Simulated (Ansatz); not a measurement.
`OC([SiH3])([SiH3])S`, charge 0, multiplicity 1.

**Question.** Give a relaxed structure at PBE0-D4/def2-TZVP (Ansatz). (Estimate.)

**Answer.** Computed: 
Cartesian coordinates in Å:
```
O 0.880 -1.342 0.653
C 0.331 -0.259 -0.090
Si -1.401 -0.738 -0.729
Si 0.243 1.230 1.081
S 1.319 0.202 -1.535
H 1.106 -2.047 0.035
H -2.018 0.355 -1.520
H -2.248 -1.059 0.446
H -1.247 -1.954 -1.574
H 1.631 1.677 1.373
H -0.445 0.856 2.343
H -0.510 2.315 0.404
H 2.360 0.762 -0.888
```
This is one stationary point; other conformers may exist.
